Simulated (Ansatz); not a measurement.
C$_{3}$H$_{5}$ (SMILES [CH2]C=C), doublet (typed; the unrestricted solution is spin-contaminated), at a GFN2-xTB geometry; HF/6-311G** run with Ansatz (a program for electronic structure).

Input for Ansatz:
Ansatz 0.2 input:
```yaml
crystal:
  periodic: [false, false, false]
  atoms:
    - {symbol: C, position_ang: [-0.70328622, 0.48630277, -0.88252473]}
    - {symbol: C, position_ang: [0.07387048, -0.40029045, -0.18042983]}
    - {symbol: C, position_ang: [0.63816603, -0.13342848, 1.04158185]}
    - {symbol: H, position_ang: [-1.12509080, 0.23342954, -1.83772780]}
    - {symbol: H, position_ang: [-0.91271143, 1.46671349, -0.49178054]}
    - {symbol: H, position_ang: [0.25362475, -1.37434554, -0.61948251]}
    - {symbol: H, position_ang: [1.24062671, -0.85949723, 1.55552949]}
    - {symbol: H, position_ang: [0.49104907, 0.81819674, 1.52169761]}
basis:
  gaussian:
    orbitals: 6-311G__.json
hamiltonian:
  xc: hf
magnetization: {spin_polarized: true, initial_magnetization: 1}
accuracy: high
```
The basis file holds 6-311G** in the JSON format of the Basis Set Exchange.

Q: What does Ansatz print? Leave out banner, timings and long lists.

A: 
```
Functional definition: HF
1708 factors; integrals over basis functions are off by at most 3.4e-9 eV
mean field evaluation 1: about -3167.7055 eV, gradient 1.8e1 eV
mean field evaluation 2: about -3167.7155 eV, gradient 1.8e1 eV
mean field evaluation 4: about -3169.8786 eV, gradient 2.7e0 eV
mean field evaluation 8: about -3170.0746 eV, gradient 1.9e-1 eV
mean field -3170.07529266 eV, -116.4981182511 hartree, gradient 1.3e-8 eV, S^2 0.947587; 0 other end points of the search recorded, 0 dependent functions left out
reference -3170.07529266 eV, -116.4981182511 hartree; 12, 11 occupied and 72, 73 virtual orbitals, 1708 factors
Total energy: -3170.07529266 eV, -116.4981182511 hartree
```
